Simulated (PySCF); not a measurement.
## CH2BF3O4Si

CH2BF3O4Si is a carbene (divalent C1, bonded to 2 O), neutral, triplet. The structure, one conformer, was relaxed in the gas phase by PBE0-D3(BJ)/def2-SVP. No frequency run checks that it is a minimum.

This triplet is an excited state: in a carbene with lone-pair donors on the centre (O, O) the singlet is known to lie well below it (the gap isn't computed here), so the molecule in its ground state shows no EPR spectrum.

SMILES: OB(O)O[C]O[Si](F)(F)F

| atom | x (Å) | y (Å) | z (Å) |
| --- | --- | --- | --- |
| C1 | -0.367 | -1.481 | 0.877 |
| O2 | 0.876 | -1.423 | 0.387 |
| B3 | 1.361 | -0.206 | -0.066 |
| O4 | 0.523 | 0.861 | -0.005 |
| O5 | 2.610 | -0.119 | -0.574 |
| O6 | -1.451 | -1.171 | 0.152 |
| Si7 | -2.235 | 0.277 | 0.067 |
| F8 | -1.950 | 1.056 | -1.295 |
| F9 | -3.789 | -0.084 | 0.045 |
| F10 | -1.972 | 1.218 | 1.320 |
| H11 | 0.886 | 1.671 | -0.377 |
| H12 | 3.076 | -0.961 | -0.553 |

EPR values by unrestricted B3LYP, IGLO-III on B C F O Si, pcH-1 on H.

Task: Predict g and the largest hyperfine couplings. Where does the spin sit?

Result: g = 2.0018, 2.0025, 2.0027. The zero-field splitting dominates the spectrum: D = -0.38 cm⁻¹, |E| = 0.084 cm⁻¹ (spin-spin and spin-orbit parts, DFT, rough). The spin sits on C1 (89 %, bonded to 2 O) by Mulliken populations.
| atom | isotope | isotropic (MHz) | dipolar, principal values (MHz) |
| --- | --- | --- | --- |
| C1 | 13C | 521.3 | -72.0, 1.5, 70.5 |
| O2 | 17O | -66.4 | -16.4, 0.0, 16.4 |
| O6 | 17O | -59.7 | -16.8, -0.5, 17.3 |
| Si7 | 29Si | -60.4 | -5.3, 2.1, 3.2 |
| B3 | 11B | 26.4 | -3.0, -2.0, 5.0 |
| F8 | 19F | 17.3 | -7.4, -6.0, 13.4 |

Task: How do the isotropic couplings move with BHandHLYP?

Result: C1 521.3 to 556.9 MHz, O2 -66.4 to -68.1 MHz, O6 -59.7 to -60.6 MHz, Si7 -60.4 to -48.6 MHz.

The 2 runs behind this took 8 min in all, one thread each of Arm Neoverse V1 on a shared host, launched as `OMP_NUM_THREADS=1 python cluster_run.py task.json out`.
